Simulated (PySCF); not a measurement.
# Frontier orbitals and the lowest excitations

Compound: C6H6F2.
SMILES with atom numbers: `[F:1][C:2]1=[CH:3][C@@H:4]([F:5])[CH:6]=[CH:7][CH2:8]1` (hydrogens: H9 on C3; H10 on C4; H11 on C6; H12 on C7; H13, H14 on C8)

Computed with PySCF 2.14.0, density-fitted response routines, TDDFT CAM-B3LYP/def2-SVPD, vertical, gas phase, core orbitals frozen in the response. Geometry: PBE0-D3(BJ)/def2-SVP; no solvent, vibrations or thermal averaging.

Kohn–Sham orbitals with the atoms that hold most of them (Löwdin shares over 4%, at most four atoms; ? is withheld):

| orbital | ε (eV) | atoms |
| --- | --- | --- |
| HOMO-3 | -11.52 | F5 42%, C4 17%, C3 13%, H10 7% |
| HOMO-2 | -11.06 | F5 20%, C6 15%, C4 15%, C7 10% |
| HOMO-1 | -9.26 | C6 34%, C7 33%, C8 6%, C4 5% |
| HOMO | -8.92 | ? |
| LUMO | ? | ? |
| LUMO+1 | 1.14 | C2 27%, C3 24%, C8 7%, C4 6% |
| LUMO+2 | 1.34 | C7 18%, C8 16%, H13 10%, H12 10% |

Q: Which atoms hold the HOMO, and with what shares?

A: C3 (bonded to 2 C and H) 33%; C2 (bonded to 2 C and F) 26%; F1 (bonded to C) 10%; C4 (bonded to 2 C, F and H) 6%. By element: carbon 66% or more, fluorine 10% or more.

Q: Give the leading atoms of the LUMO.

A: C7 (bonded to 2 C and H) 27%; C6 (bonded to 2 C and H) 24%; C4 (bonded to 2 C, F and H) 9%; F5 (bonded to C) 7%. By element: carbon 60% or more, fluorine 7% or more.

Q: What is the LUMO energy, and the HOMO–LUMO gap?

A: ε(LUMO) = 0.82 eV; the gap is 9.74 eV (0.3580 hartree).

Q: How does S1 compare with the orbital gap of 9.74 eV?

A: S1 is at 6.63 eV (f = 0.033), 3.12 eV below the gap, made of HOMO→LUMO (84%), HOMO→LUMO+1 (14%). 

Q: Give energy, strength and leading configuration of S1 and S7, and follow the Löwdin shares of the leading atoms from the occupied to the empty orbital.

A: 
- S1 (6.63 eV, f 0.033), HOMO→LUMO (84%): C3 33% → at most 7%, C2 26% → at most 7%, C7 at most 7% → 27%, C6 at most 7% → 24%
- S7 (7.92 eV, f 0.0013), HOMO-2→LUMO (88%): F5 20% → 7%, C6 15% → 24%, C7 10% → 27%

Löwdin shares depend on the basis, the more so with diffuse functions.
